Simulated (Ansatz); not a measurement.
Relaxation of H6N3Sc (10 atoms, charge 0, multiplicity 1), to a largest force component of 0.015 eV/Å in at most 40 steps.

Level of theory: RHF/def2-SVP in Ansatz.

```xyz
10
Properties=species:S:1:pos:R:3
N -1.560 0.594 -1.147
Sc 0.003 -0.001 -0.001
N 0.299 -1.974 0.363
N 1.266 1.379 0.781
H -2.258 0.011 -1.610
H -1.832 1.548 -1.389
H 1.032 -2.408 0.925
H -0.258 -2.762 0.029
H 2.084 1.216 1.370
H 1.233 2.393 0.675
```

Where does it end, and by what steps?

The run converged. After 3 steps the energy has fallen by 0.055 eV; H7 moved furthest, 0.05 Å.

```tsv
step	energy less start (eV)	largest force component (eV/Å)	accepted
0	0.0000	0.664	yes
1	-0.0503	0.393	yes
2	-0.0530	0.229	yes
3	-0.0551	0.001	yes
```

```xyz
10
Properties=species:S:1:pos:R:3
N -1.547 0.589 -1.136
Sc 0.001 0.000 0.000
N 0.295 -1.954 0.360
N 1.253 1.363 0.776
H -2.233 -0.003 -1.573
H -1.787 1.535 -1.380
H 1.033 -2.360 0.910
H -0.266 -2.719 0.024
H 2.056 1.183 1.355
H 1.202 2.362 0.661
```

Whether the end is a true minimum wasn't checked by a vibrational analysis.

Run time: 24 s on 1 thread of AMD EPYC (Zen 3), on a shared host, peak memory 0.22 GiB.
